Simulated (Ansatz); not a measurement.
`C[SiH](F)Br` + PH₃ → `C[SiH](F)P` + HBr at 600 K and 1 bar (ligand exchange at the Si–Br bond).

Calculated with Ansatz (gas phase, PBE0-D4/def2-TZVP geometries, no zero-point term in ΔE). CCSD(T)/CBS is the MP2 limit (def2-TZVPP, def2-QZVPP) plus CCSD(T) − MP2 in def2-TZVPP, frozen cores. This one scheme is used for every species. For Br outer-core shells are correlated without core-valence functions, which leaves a few kJ/mol of doubt a bond. Scalar relativity is left out up to krypton. Each species was taken in one conformer, which may not be the lowest.

```
      species  CCSD(T)/CBS energy (Eh)  H − E (kJ/mol)  S (J/(mol·K))
`C[SiH](F)Br`              -3002.78099           180.9          403.4
          PH₃               -342.72256            86.3          240.2
 `C[SiH](F)P`               -771.55123           233.9          429.2
          HBr              -2573.91920            33.5          219.1
```

H − E and S are ideal-gas, rigid-rotor, harmonic terms from PBE0-D4/def2-TZVP, for one conformer and one mirror image of each species. 1 Eh = 2625.50 kJ/mol, R = 8.31446 J/(mol·K).

By hand: ΔE, ΔH, ΔS and ΔG.

ΔE = (-771.55123) + (-2573.91920) − (-3002.78099) − (-342.72256) = 0.03312 Eh = 87.0 kJ/mol. Δ(H − E) = 233.9 + 33.5 − 180.9 − 86.3 = 0.2, so ΔH = 87.2 kJ/mol. ΔS = 429.2 + 219.1 − 403.4 − 240.2 = 4.7 J/(mol·K). ΔG = 87.2 − 600 × (4.7)/1000 = 84.4 kJ/mol.

By hand: the equilibrium constant, and the temperature at which ΔG would vanish if ΔH and ΔS stayed fixed.

log₁₀ K = −ΔG/(RT ln 10) = -7.3. ΔG = 0 at ΔH/ΔS = 18553 K, far beyond where these terms or the molecules hold.

The number of gas molecules stays the same, so ΔS is small and ΔH decides. A doubt of 5 kJ/mol in ΔE shifts log₁₀ K by 0.4 here. Other conformers and mirror images would add mixing entropy, several J/(mol·K) or more a flexible species. These are equilibria of isolated gas molecules and say nothing of rates. Largest T1 diagnostic: 0.013 (customary marks: 0.02 for closed shells, 0.045 for open ones).
